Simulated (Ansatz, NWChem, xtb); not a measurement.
Ligand exchange: BH2Br + C4H5N → BH3 + C4H4BrN

Species: BH2Br `BBr`, singlet; C4H5N (pyrrole) `c1cc[nH]c1`, singlet; BH3 (borane) `B`, singlet; C4H4BrN `Brc1ccc[nH]1`, singlet. The partners trade Br for H: B–Br and C–H bonds give way to B–H and C–Br.

Shapes, held fixed at every level: PBE0-D4/def2-TZVP. Programs: Ansatz 0.2.0, NWChem 7.3.0, xtb 6.7.1, xtb 6.7.1 later snapshot. A level may come from different programs for different species; with the same settings they agree closely. The zero-point and thermal change to 298 K, harmonic and unscaled (PBE0-D4/def2-TZVP), is -8.3 kJ/mol.

```tsv
level	kind	ΔH(298 K) (kJ/mol)	less CCSD(T)/def2-TZVPP
GFN2-xTB	semi-empirical	+108.0	-35.0
PBE-D4/def2-TZVPP	GGA	+144.9	+1.9
r2SCAN-D4/def2-TZVPP	meta-GGA	+148.1	+5.1
PBE0/def2-SVP	global hybrid	+155.0	+12.0
BHLYP-D4/def2-TZVPP	global hybrid	+143.1	+0.1
wB97M-V/def2-TZVPP	range-separated hybrid	+144.2	+1.2
MP2/def2-TZVPP	perturbation theory	+138.8	-4.2
CCSD(T)/def2-SVP	coupled cluster or CI	+152.7	+9.7
CCSD(T)/def2-TZVPP	coupled cluster or CI	+143.0	0.0
```

The highest level, CCSD(T)/def2-TZVPP, gives ΔH(298 K) = +143.0 kJ/mol; the levels span +108.0 to +155.0. The column of differences is taken from that level and isn't an error. No measured value is set beside it here. Relativity is left out for Br. Outer-core shells of Br are correlated, in sets that cover them unevenly.
